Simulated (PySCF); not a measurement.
SMILES FC(F)(F)B1NBNBN1, CH5B3F3N3

Molfile (atoms numbered from 1):
```
CH5B3F3N3
     RDKit          3D

 15 15  0  0  0  0  0  0  0  0999 V2000
   -2.8485   -0.8324    0.8984 F   0  0  0  0  0  0  0  0  0  0  0  0
   -2.2872    0.0801    0.0696 C   0  0  0  0  0  0  0  0  0  0  0  0
   -2.7786    1.2787    0.4665 F   0  0  0  0  0  0  0  0  0  0  0  0
   -2.8494   -0.1489   -1.1433 F   0  0  0  0  0  0  0  0  0  0  0  0
   -0.6642    0.0234    0.0316 B   0  0  0  0  0  0  0  0  0  0  0  0
    0.0113   -1.1723    0.3215 N   0  0  0  0  0  0  0  0  0  0  0  0
    1.4332   -1.2574    0.2747 B   0  0  0  0  0  0  0  0  0  0  0  0
    2.1270   -0.0745   -0.0741 N   0  0  0  0  0  0  0  0  0  0  0  0
    1.4938    1.1556   -0.3710 B   0  0  0  0  0  0  0  0  0  0  0  0
    0.0703    1.1704   -0.3073 N   0  0  0  0  0  0  0  0  0  0  0  0
   -0.5184   -1.9938    0.5723 H   0  0  0  0  0  0  0  0  0  0  0  0
    1.9907   -2.2578    0.5137 H   0  0  0  0  0  0  0  0  0  0  0  0
    3.1344   -0.1101   -0.1119 H   0  0  0  0  0  0  0  0  0  0  0  0
    2.0987    2.1160   -0.6549 H   0  0  0  0  0  0  0  0  0  0  0  0
   -0.4174    2.0309   -0.5078 H   0  0  0  0  0  0  0  0  0  0  0  0
  1  2  1  0
  2  3  1  0
  2  4  1  0
  2  5  1  0
  5  6  1  0
  6  7  1  0
  7  8  1  0
  8  9  1  0
  9 10  1  0
 10  5  1  0
  6 11  1  0
  7 12  1  0
  8 13  1  0
  9 14  1  0
 10 15  1  0
M  END
```

Method used: PySCF 2.14.0, quadratic response CAM-B3LYP/def2-SVPD first hyperpolarisability, Taylor convention, gas phase. Geometry: GFN2-xTB.

(1) Give the tensor of the static β(0;0,0) in the axes of these coordinates.

## Answers

(1) In au, Taylor convention; rows are the first index (the induced dipole):
```tsv
	xx	yy	zz	xy	xz	yz
x	-100.2	-1.6	-24.2	+2.6	-0.3	-6.3
y	+2.6	+3.2	-1.7	-1.6	-6.3	+4.6
z	-0.3	+4.6	-2.3	-6.3	-24.2	-1.7
```
Norm of βᵢ = ⅓ Σⱼ (βᵢⱼⱼ + βⱼᵢⱼ + βⱼⱼᵢ): 126.1 au, hyper-Rayleigh value 48.7 au.
